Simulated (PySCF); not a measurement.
C$_{9}$H$_{12}$, triplet, geometry from GFN2-xTB (a higher spin typed on purpose: for a closed-shell molecule this is an excited state); PySCF with DF-SVWN5/3-21G.

The PySCF input:
```python
from pyscf import gto, scf, dft

mol = gto.Mole()
mol.atom = '''
    C    -2.43845556   -1.58295786   -0.17446421
    C    -1.24197668   -0.71101951   -0.08901651
    C    -1.27777473    0.65544927   -0.09386595
    C    -0.12222693    1.42802585   -0.01122690
    C    -0.11461082    2.90766737   -0.01311012
    C     1.20413069    0.72398135    0.08624695
    C     1.27017564   -0.64099511    0.09329033
    C     2.58762237   -1.35578488    0.19013481
    C     0.09727611   -1.39423723    0.00935944
    H    -2.50076667   -2.23451925    0.70182125
    H    -3.35118623   -0.99580443   -0.24170971
    H    -2.37367139   -2.23740107   -1.04841971
    H    -2.23303238    1.16020278   -0.16406391
    H     0.35266926    3.29325032    0.89901907
    H    -1.12266172    3.30882257   -0.08697113
    H     0.47963376    3.29037146   -0.84942077
    H     2.08845806    1.33660313    0.14945446
    H     3.41073927   -0.64846596    0.24874154
    H     2.60849988   -1.99026061    1.07521912
    H     2.73599768   -1.99315155   -0.68056494
    H     0.12035998   -2.47042296    0.01280766
'''
mol.basis = '3-21g'
mol.spin = 2
mol.verbose = 4
mol.build()

mf = dft.UKS(mol)
mf.xc = 'lda,vwn'
mf.diis = False
mf.damp = 0.3
mf.diis_start_cycle = 200
mf.max_cycle = 150
mf = mf.density_fit(auxbasis='def2-universal-jkfit')
mf.kernel()
mf.analyze()
```

It wrote (shortened):

```
PySCF version 2.14.0

[INPUT] verbose = 4
[INPUT] num. atoms = 21
[INPUT] num. electrons = 66
[INPUT] charge = 0
[INPUT] spin (= nelec alpha-beta = 2S) = 2
[INPUT] symmetry False subgroup None
[INPUT] Mole.unit = angstrom
[INPUT] Symbol           X                Y                Z      unit          X                Y                Z       unit  Magmom
[...]
nuclear repulsion = 417.048660571304
number of shells = 69
number of NR pGTOs = 171
number of NR cGTOs = 105
basis = 3-21g
ecp = {}

******** <class 'pyscf.df.df_jk.DFUKS'> ********
method = DFUKS
initial guess = minao
damping factor = 0.3
level_shift factor = 0
DIIS disabled
SCF conv_tol = 1e-09
SCF conv_tol_grad = None
SCF max_cycles = 150
direct_scf = False
number electrons alpha = 34  beta = 32
XC library pyscf.dft.libxc version 7.1.2
    S. Lehtola, C. Steigemann, M. J. T. Oliveira, and M. A. L. Marques,  SoftwareX 7, 1–5 (2018)
XC functionals = lda,vwn
    P. A. M. Dirac,  Math. Proc. Cambridge Philos. Soc. 26, 376 (1930)
    F. Bloch,  Z. Phys. 57, 545 (1929)
    S. H. Vosko, L. Wilk, and M. Nusair,  Can. J. Phys. 58, 1200 (1980)
radial grids:
    Treutler-Ahlrichs [JCP 102, 346 (1995); DOI:10.1063/1.469408] (M4) radial grids

becke partition: Becke, JCP 88, 2547 (1988); DOI:10.1063/1.454033
pruning grids: <function nwchem_prune>
grids dens level: 3
symmetrized grids: False
atomic radii adjust function: <function treutler_atomic_radii_adjust>
small_rho_cutoff = 0
Set gradient conv threshold to 3.16228e-05
tot grids = 244760
init E= -345.574061267804

cycle= 1 E= -344.791111609568  delta_E= 0.783  |g|= 0.417  |ddm|= 3.56

cycle= 2 E= -344.853258076952  delta_E= -0.0621  |g|= 0.26  |ddm|= 0.852

cycle= 3 E= -344.872501710825  delta_E= -0.0192  |g|= 0.175  |ddm|= 0.518

cycle= 4 E= -344.873023427414  delta_E= -0.000522  |g|= 0.166  |ddm|= 0.403

cycle= 5 E= -344.842370842973  delta_E= 0.0307  |g|= 0.272  |ddm|= 0.562

cycle= 6 E= -344.698031298944  delta_E= 0.144  |g|= 0.542  |ddm|= 1.07

cycle= 7 E= -344.243832014429  delta_E= 0.454  |g|= 0.978  |ddm|= 2.05

cycle= 8 E= -342.519292655048  delta_E= 1.72  |g|= 1.82  |ddm|= 3.45

cycle= 9 E= -331.969115776248  delta_E= 10.6  |g|= 4.14  |ddm|= 13.9

cycle= 10 E= -272.723981524771  delta_E= 59.2  |g|= 6.68  |ddm|=   33

cycle= 11 E= -191.563921692012  delta_E= 81.2  |g|= 7.75  |ddm|= 71.5

cycle= 12 E= -251.180805667935  delta_E= -59.6  |g|= 7.05  |ddm|= 68.4

cycle= 13 E= -215.971497818184  delta_E= 35.2  |g|= 7.91  |ddm|= 31.8

cycle= 14 E= -250.821026923356  delta_E= -34.8  |g|= 6.93  |ddm|=   34

cycle= 15 E= -213.371478002994  delta_E= 37.4  |g|= 8.02  |ddm|= 39.8

cycle= 16 E= -253.879033147525  delta_E= -40.5  |g|= 6.93  |ddm|= 38.9

cycle= 17 E= -214.244529283576  delta_E= 39.6  |g|= 7.83  |ddm|=   38

cycle= 18 E= -251.844944693299  delta_E= -37.6  |g|= 6.84  |ddm|= 38.8

cycle= 19 E= -214.026361516566  delta_E= 37.8  |g|= 7.94  |ddm|= 38.5

cycle= 20 E= -252.25627778848  delta_E= -38.2  |g|= 6.84  |ddm|= 38.2

cycle= 21 E= -214.124791107315  delta_E= 38.1  |g|=  7.9  |ddm|= 38.1

cycle= 22 E= -252.41587749929  delta_E= -38.3  |g|= 6.85  |ddm|= 38.1

cycle= 23 E= -214.343935781271  delta_E= 38.1  |g|= 7.89  |ddm|= 38.4

cycle= 24 E= -252.2618403683  delta_E= -37.9  |g|= 6.88  |ddm|= 38.2

cycle= 25 E= -214.157945485321  delta_E= 38.1  |g|= 7.89  |ddm|= 37.9

cycle= 26 E= -252.156497843938  delta_E=  -38  |g|= 6.84  |ddm|= 38.2

cycle= 27 E= -214.120851544974  delta_E=   38  |g|= 7.93  |ddm|= 38.2

cycle= 28 E= -252.43858194778  delta_E= -38.3  |g|= 6.88  |ddm|= 37.8

cycle= 29 E= -214.336706871306  delta_E= 38.1  |g|= 7.88  |ddm|= 38.1

cycle= 30 E= -252.299060747443  delta_E=  -38  |g|= 6.87  |ddm|= 38.4

cycle= 31 E= -214.182714055514  delta_E= 38.1  |g|=  7.9  |ddm|=   38

cycle= 32 E= -252.159393965673  delta_E=  -38  |g|= 6.85  |ddm|= 38.4

cycle= 33 E= -214.080555538002  delta_E= 38.1  |g|= 7.92  |ddm|= 38.5

cycle= 34 E= -252.53732324771  delta_E= -38.5  |g|= 6.88  |ddm|= 38.1

[...]
SCF not converged.
Total Energy =                        -252.413785763936346
[...]
spin_pop of  6 C 2py       0.19376
spin_pop of  6 C 2pz       0.00030
spin_pop of  6 C 3px       0.00710
spin_pop of  6 C 3py       0.01030
spin_pop of  6 C 3pz       0.00062
spin_pop of  7 C 1s        0.00000
spin_pop of  7 C 2s        0.06399
spin_pop of  7 C 3s        0.00228
spin_pop of  7 C 2px       0.02064
spin_pop of  7 C 2py       0.03802
spin_pop of  7 C 2pz       0.00029
spin_pop of  7 C 3px       0.01278
spin_pop of  7 C 3py       0.00423
spin_pop of  7 C 3pz      -0.00015
spin_pop of  8 C 1s        0.00000
spin_pop of  8 C 2s        0.05863
spin_pop of  8 C 3s        0.00476
spin_pop of  8 C 2px       0.00434
spin_pop of  8 C 2py       0.04903
spin_pop of  8 C 2pz       0.00005
spin_pop of  8 C 3px       0.09565
spin_pop of  8 C 3py       0.00781
spin_pop of  8 C 3pz       0.00040
spin_pop of  9 H 1s        0.02202
spin_pop of  9 H 2s        0.00145
spin_pop of  10 H 1s        0.01502
spin_pop of  10 H 2s        0.00043
spin_pop of  11 H 1s        0.02203
spin_pop of  11 H 2s        0.00145
spin_pop of  12 H 1s        0.00003
spin_pop of  12 H 2s        0.00003
spin_pop of  13 H 1s        0.00000
spin_pop of  13 H 2s        0.00000
spin_pop of  14 H 1s        0.00000
spin_pop of  14 H 2s        0.00000
spin_pop of  15 H 1s        0.00000
spin_pop of  15 H 2s        0.00000
spin_pop of  16 H 1s        0.00024
spin_pop of  16 H 2s        0.00002
spin_pop of  17 H 1s        0.04014
spin_pop of  17 H 2s        0.00097
spin_pop of  18 H 1s        0.29731
spin_pop of  18 H 2s        0.00279
spin_pop of  19 H 1s        0.29729
spin_pop of  19 H 2s        0.00279
spin_pop of  20 H 1s        0.02101
spin_pop of  20 H 2s        0.01047
 ** Mulliken Spin Density (per atom)  **
spin density of  0 C =      0.06599
spin density of  1 C =      0.25279
spin density of  2 C =      0.00957
spin density of  3 C =      0.00044
spin density of  4 C =      0.00002
spin density of  5 C =      0.03435
spin density of  6 C =      0.53860
spin density of  7 C =      0.14208
spin density of  8 C =      0.22067
spin density of  9 H =      0.02347
spin density of  10 H =      0.01546
spin density of  11 H =      0.02348
spin density of  12 H =      0.00006
spin density of  13 H =      0.00000
spin density of  14 H =      0.00000
spin density of  15 H =      0.00000
spin density of  16 H =      0.00026
spin density of  17 H =      0.04111
spin density of  18 H =      0.30010
spin density of  19 H =      0.30008
spin density of  20 H =      0.03147
 ** Mulliken pop alpha/beta on meta-lowdin orthogonal AOs **
 ** Mulliken pop       alpha | beta **
In total            34.00000 | 32.00000
 ** Mulliken atomic charges   ( Nelec_alpha | Nelec_beta ) **
charge of  0C =     -3.77697  (     4.92148      4.85549 )
charge of  1C =     -2.24968  (     4.25124      3.99845 )
charge of  2C =      3.89767  (     1.05595      1.04638 )
charge of  3C =      3.99624  (     1.00210      1.00166 )
charge of  4C =      3.99983  (     1.00009      1.00007 )
charge of  5C =      3.84174  (     1.09630      1.06196 )
charge of  6C =     -3.22874  (     4.88367      4.34507 )
charge of  7C =     -3.72659  (     4.93434      4.79225 )
charge of  8C =     -4.55202  (     5.38634      5.16568 )
charge of  9H =     -0.99225  (     1.00786      0.98439 )
charge of  10H =      0.57797  (     0.21874      0.20329 )
charge of  11H =     -0.99225  (     1.00786      0.98438 )
charge of  12H =      0.99869  (     0.00068      0.00063 )
charge of  13H =      0.99996  (     0.00002      0.00002 )
charge of  14H =      0.99996  (     0.00002      0.00002 )
charge of  15H =      0.99996  (     0.00002      0.00002 )
charge of  16H =      0.99832  (     0.00097      0.00071 )
charge of  17H =      0.65857  (     0.19127      0.15016 )
charge of  18H =     -0.68969  (     0.99489      0.69479 )
charge of  19H =     -0.68970  (     0.99489      0.69481 )
charge of  20H =     -1.07103  (     1.05125      1.01978 )
Dipole moment(X, Y, Z, Debye): -12.83476, 332.11298, -1.47880
```

Convergence was not reached.
